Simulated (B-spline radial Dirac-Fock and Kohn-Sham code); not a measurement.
# Br⁶⁺: non-radiative channels of the 2p1/2 vacancy

System: bromine as Br⁶⁺, [Ar] 3d10 4s1.

Input file task.json (cfg lists n, l and occupation; rrms is the nuclear radius in fm):

```json
{"items": [{
  "Z": 35,
  "q": 6,
  "cfg": [[1, 0, 2], [2, 0, 2], [2, 1, 6], [3, 0, 2], [3, 1, 6], [3, 2, 10], [4, 0, 1]],
  "A": 79,
  "rrms": 4.1629,
  "do": ["binding", "quiet", "decay"],
  "holes": ["K", "L1", "L2", "L3", "M1", "M2", "M3", "M4", "M5"]
}]}
```

Command: `python xray_run.py task.json out`

Level of theory: independent-particle radiative and Coulomb Auger rates from relativistic LDA hole-state orbitals, with Dirac-Fock energies; a radial finite-basis atomic code. Kinetic energies are configuration averages from the vacuum level; the two-hole energies are estimated from single-hole states.

```
transition  kinetic energy (eV)  width (meV)  share (%)
   L2-M1M2                    –         50.1        4.9
   L2-M1M3                    –         4.24        0.4
   L2-M2M2               1076.7         45.3        4.5
   L2-M2M3               1086.1          156       15.3
   L2-M3M3               1092.6         4.21        0.4
   L2-M1M5                    –         6.76        0.7
   L2-M2M5               1202.9          136       13.3
   L2-M2M4               1205.0         72.3        7.1
   L2-M3M4               1209.3         90.0        8.8
   L2-M3M5               1212.0         12.2        1.2
   L2-M2N1               1285.9         4.49        0.4
   L2-M4M4               1325.6         75.6        7.4
   L2-M4M5               1326.2          340       33.4
   L2-M5M5               1327.6         15.7        1.5
```

A dash stands for an energy that rests on an unreliable hole state.

The listed channels hold 99 % of the non-radiative rate. Summed by principal shells, of 1.02 eV in all: LMM 99.4 %, LMN 0.6 %.

Values without a named source are computed, but for edge energies of neutral atoms, which are taken from tables.
